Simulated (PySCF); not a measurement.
Species: C7H13N.
Atom-mapped SMILES: `[CH2:1]=[C:2]1[C@@H:3]([CH3:4])[C@H:5]([CH3:6])[C@@H:7]1[NH2:8]`

Cartesian coordinates in Å at the GFN2-xTB level; atoms count from 1:
```
atom  x, y, z in Å
C1     0.098    2.343   -0.768
C2     0.063    1.141   -0.233
C3     0.961   -0.070   -0.318
C4     2.320    0.088    0.348
C5    -0.090   -0.874    0.485
C6    -0.757   -2.002   -0.282
C7    -0.935    0.435    0.653
N8    -2.308    0.499    0.216
H9    -0.685    3.059   -0.586
H10    0.907    2.654   -1.409
H11    1.097   -0.435   -1.340
H12    2.836   -0.869    0.388
H13    2.934    0.792   -0.210
H14    2.203    0.464    1.363
H15    0.294   -1.255    1.434
H16   -1.111   -1.656   -1.252
H17   -0.049   -2.811   -0.450
H18   -1.604   -2.401    0.275
H19   -0.910    0.802    1.686
H20   -2.385    0.240   -0.761
H21   -2.889   -0.128    0.761
```

Definitions: NICS(0) = −σiso at the ring centroid; NICS(1) = −σiso and NICS(1)zz = −σzz at ±1 Å along the ring normal z. Level: GIAO PBE0/pcSseg-1 (PySCF, non-relativistic, gas phase) on the GFN2-xTB geometry, one conformer.

Ring bond lengths (Å), with Mayer bond orders in brackets: C2–C3 1.510 (0.96), C3–C5 1.547 (0.96), C5–C7 1.568 (0.95), C7–C2 1.510 (0.98).

Problem. What do the NICS probes read (ppm)?

Solution. 
```csv
ring,type,NICS(0),"NICS(1), two faces","NICS(1)zz, two faces",rms pucker (Å),"centre to ring atoms, mean (Å)"
C2–C3–C5–C7,4-membered carbocycle; formal bonds all single,1.2,-1.3 / -1.1,3.7 / 1.6,0.03,1.08
```

Problem. What can be read from them?

Solution. 
- C2–C3–C5–C7: mean NICS(1)zz 2.7 ppm, near zero. C3, C5, C7 have four or more neighbours, and the NICS criterion for π rings isn't applied.

Problem. At the second NICS(1) probe listed for ring C2–C3–C5–C7, 1 Å off the ring, how large is the induced field along the normal in 11.7 T applied along it?

Solution. NICSzz × B0 = 1.6 ppm × 11.7 T = 19 μT, along the applied field.

Problem. List the ring angles and the Hirshfeld charges of the ring atoms.

Solution. 
- C2–C3–C5–C7: C2 92.9° (+0.003 e), C3 89.1° (-0.028 e), C5 89.3° (-0.035 e), C7 88.3° (+0.012 e); sum 359.6° against 360° for a flat convex ring.

Problem. How shielded are the nuclei of the rings and their hydrogens (means over atoms taken as equivalent)?

Solution. 
```tsv
atoms	environment	σ isotropic (ppm)	principal values of the symmetric part, first atom (ppm)
C2	fully substituted alkene carbon	19.0	-92.2, 10.0, 139.1
C3	allylic carbon	142.4	129.1, 141.5, 156.6
C5	four-membered-ring carbon	145.7	130.1, 139.5, 167.5
C7	sp3 carbon bound to nitrogen	131.0	107.4, 137.1, 148.6
H11	methine hydrogen	29.54	26.4, 29.6, 32.7
H15	methine hydrogen	30.07	26.8, 29.8, 33.7
H19	methine hydrogen	27.61	23.0, 28.2, 31.6
```

On one thread, Arm Neoverse N1 (aarch64) (shared host), this took 71 s of wall time (grids of density and orbitals included) and 0.90 GiB of memory at its peak. This is the whole shielding run at PBE0/pcSseg-1, SCF included.
